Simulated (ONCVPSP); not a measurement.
# An all-electron radial function and its pseudo partner (C (Z = 6))

Columns: radius, all-electron u(r) and pseudo u(r) of the 2p shell (level -10.65 eV) of carbon in the configuration [He] 2s2 2p1.5; PBEsol, scalar-relativistic, ONCV scheme, ONCVPSP 4.0.1.

```csv
r (bohr),all-electron,pseudo
0.110,0.0600,0.0208
0.220,0.1794,0.0805
0.330,0.3087,0.1719
0.440,0.4268,0.2845
0.550,0.5261,0.4059
0.660,0.6054,0.5237
0.770,0.6656,0.6276
0.880,0.7074,0.7099
0.990,0.7330,0.7665
1.100,0.7449,0.7967
1.210,0.7454,0.8031
1.320,0.7368,0.7902
1.430,0.7212,0.7638
1.540,0.7000,0.7296
1.650,0.6749,0.6923
1.760,0.6469,0.6553
1.870,0.6171,0.6201
1.980,0.5861,0.5867
2.090,0.5546,0.5546
2.200,0.5231,0.5231
2.310,0.4920,0.4920
2.420,0.4616,0.4616
2.530,0.4321,0.4321
2.640,0.4037,0.4037
2.750,0.3766,0.3766
2.860,0.3508,0.3508
```

(1) How many radial nodes do the two functions have?

(2) At about which radius was the pseudo-wave matched?

(3) Is the pseudo-wave norm-conserving?

Answers

(1) The all-electron 2p function has n − l − 1 = 0; the pseudo-wave has 0.

(2) 2.20 bohr. The columns agree to 0.0005 from 2.09 bohr on; several derivatives are matched, so the curves merge somewhat inside the radius.

(3) Yes: the ONCV scheme keeps the norm inside the radius equal to the all-electron one, which fixes the energy derivative of the logarithmic derivative at the level.
